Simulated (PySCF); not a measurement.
FHSi (calculated)

All values are calculated (PySCF 2.14.0). Calculation on a computer-drawn molecule: optimised geometry and harmonic frequencies of an isolated molecule of the commonest isotopes, restricted reference for singlets and unrestricted otherwise, frozen core in MP2.

FHSi

Start structure:
```xyz
3
FHSi
F     -0.4067    -0.8993     1.3598
Si     0.9987    -0.2044     1.8278
H      1.4508    -1.3885     2.5955
```

```
charge                                        : 0
multiplicity                                  : 1
method                                        : HF
basis                                         : cc-pV(D+d)Z
rotational constants                          : 229.9, 16.45, 15.35 GHz
total energy                                  : -388.9547 hartree
convergence status largest gradient component : 6.343e-07 hartree/bohr
```

Drawn bonds:
```tsv
atom	other atom	order
1	2	1
2	3	1
```

Optimised structure:
```xyz
3
FHSi
F     -0.4240    -0.8813     1.3424
Si     0.9798    -0.2101     1.8199
H      1.4870    -1.4008     2.6208
```

Modes:
```tsv
frequency (cm⁻¹)	reduced mass (dalton)
860.9	14.91
944.9	1.134
2111	1.043
```
